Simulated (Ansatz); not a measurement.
Germane (`[GeH4]`): the same geometry under several functionals.

```yaml
crystal:
  periodic: [false, false, false]
  atoms:
    - {symbol: Ge, position_ang: [0.000062, 0.000070, -0.000034]}
    - {symbol: H, position_ang: [1.148134, -0.756324, 0.680597]}
    - {symbol: H, position_ang: [-1.238820, -0.029976, 0.904175]}
    - {symbol: H, position_ang: [-0.329182, -0.669134, -1.340632]}
    - {symbol: H, position_ang: [0.419817, 1.455363, -0.244116]}
basis:
  gaussian: {orbitals: def2-TZVPP}
hamiltonian: {xc: {name: wB97X-V}}
output: {orbitals: {seedname: orbitals}}
```

```sh
$ ansatz run in.yaml --threads 2 --pin off --events-out ev --progress --plain
```

Shortened log:

```
Functional definition: wB97X-V
625 factors; their error is unknown
148 factors; integrals over basis functions are off by at most 6.7e-6 eV
mean field evaluation 1: about -56577.4064 eV, gradient 1.6e1 eV
mean field evaluation 2: about -56577.5266 eV, gradient 1.5e1 eV
mean field evaluation 4: about -56577.6629 eV, gradient 1.1e-1 eV
mean field evaluation 8: about -56577.8424 eV, gradient 7.4e-3 eV
mean field -56577.84244125 eV, -2079.1973598771 hartree, gradient 8.5e-5 eV, S^2 0.000000; 0 other end points of the search recorded, 0 dependent functions left out
reference -56577.84243970 eV, -2079.1973598200 hartree; 18, 18 occupied and 86, 86 virtual orbitals, 625 factors
Total energy: -56577.84243970 eV, -2079.1973598200 hartree
```

Hardware: 2 threads of a server CPU on a shared host. Wall time 1.9 s, peak host memory 0.21 GiB.

The same input with `hamiltonian: {xc: {name: CAM-B3LYP}, dispersion: d4}` (abridged; 0.9 s):

```
Functional definition: CAM-B3LYP
mean field -56586.26741818 eV, -2079.5069720683 hartree, gradient 4.1e-5 eV, S^2 0.000000
Total energy: -56586.30261354 eV, -2079.5082654739 hartree
```

The same input with `hamiltonian: {xc: {name: BHLYP}, dispersion: d4}` (abridged; 0.75 s):

```
Functional definition: BHLYP
mean field -56582.41363850 eV, -2079.3653482774 hartree, gradient 7.6e-5 eV, S^2 0.000000
Total energy: -56582.46434741 eV, -2079.3672117956 hartree
```

With the line `hamiltonian: {xc: {name: r2SCANh}, dispersion: d4}` (abridged; 1.2 s):

```
Functional definition: r2SCANh
mean field -56582.45984476 eV, -2079.3670463260 hartree, gradient 6.1e-5 eV, S^2 0.000000
Total energy: -56582.46995471 eV, -2079.3674178598 hartree
```

With the line `hamiltonian: {xc: {name: B3LYP}, dispersion: d4}` and forces (abridged; 0.95 s):

```
Functional definition: B3LYP
mean field -56584.52098817 eV, -2079.4427919494 hartree, gradient 2.7e-5 eV, S^2 0.000000
Total energy: -56584.59117060 eV, -2079.4453711062 hartree
Atom 0 force     0.000161     0.000176    -0.000098 eV/Å
Atom 1 force     0.008067    -0.004552     0.004467 eV/Å
Atom 2 force    -0.009001     0.000038     0.006577 eV/Å
Atom 3 force    -0.002036    -0.004102    -0.009359 eV/Å
Atom 4 force     0.002809     0.008440    -0.001588 eV/Å
Dipole moment:     0.000049     0.000058    -0.000026 e Å
```

Changing it to `hamiltonian: {xc: {name: B97M-V}}` (abridged; 2.3 s):

```
Functional definition: B97M-V
mean field -56572.56841929 eV, -2079.0035431448 hartree, gradient 1.0e-5 eV, S^2 0.000000
Total energy: -56572.56846551 eV, -2079.0035448434 hartree
```

B3LYP takes the VWN-RPA correlation (the form of Gaussian; ORCA's B3LYP/G).
